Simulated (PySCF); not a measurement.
## Orbital picture of LiGa⁺

PBE0 at R = 3.079 Å; basis Li def2-SVP, Ga def2-SVP; no relativity; PySCF 2.14. State: ²Σ⁺ (doublet), unpaired electrons σ ↑. Only the outer orbitals are listed, counted within each symmetry.

```
spin  orbital  occ.  ε (eV)  on Li (%)           main shells (%)
   α       1δ     1  -28.62          0                  100 Ga d
   α       1δ     1  -28.62          0                  100 Ga d
   α       3π     1  -28.50          0                  100 Ga d
   α       3π     1  -28.50          0                  100 Ga d
   α       7σ     1  -28.46          0                  100 Ga d
   α       8σ     1  -15.04          5                   95 Ga s
   α       9σ     1   -9.44         31  66 Ga p, 22 Li s, 9 Li p
   α       4π     0   -6.62          9           91 Ga p, 9 Li p
   α       4π     0   -6.62          9           91 Ga p, 9 Li p
   α      10σ     0   -5.37         90          82 Li s, 12 Ga p
   β       1δ     1  -28.62          0                  100 Ga d
   β       1δ     1  -28.62          0                  100 Ga d
   β       3π     1  -28.43          0                  100 Ga d
   β       3π     1  -28.43          0                  100 Ga d
   β       7σ     1  -28.37          0                  100 Ga d
   β       8σ     1  -14.30          2                   97 Ga s
   β       9σ     0   -6.70         37          60 Ga p, 30 Li s
   β       4π     0   -6.30          5                   95 Ga p
   β       4π     0   -6.30          5                   95 Ga p
```

**Question.** Which are the highest filled and the lowest empty level, where do they sit, and how wide is the gap?

**Answer.** Highest filled α 9σ at -9.44 eV (in %: 66 Ga p, 22 Li s, 9 Li p); lowest empty β 9σ at -6.70 eV (in %: 60 Ga p, 30 Li s); the gap at PBE0 is 2.74 eV.

```json
{
  "bond order (Mayer)": "0.50",
  "⟨S²⟩": "0.754",
  "charge on Li (Mulliken, basis-dependent)": "0.62",
  "charge on Li (Löwdin, basis-dependent)": "0.55",
  "dipole moment (positive dipole points towards Ga; it is taken about the centre of mass and depends on that origin)": "-8.74 D",
  "polarisability along the bond": "84.2 bohr³",
  "polarisability across the bond": "38.5 bohr³"
}
```

Spin–orbit coupling is left out. The state is the lowest determinant that a PBE0 search found; another state may lie lower at other levels.
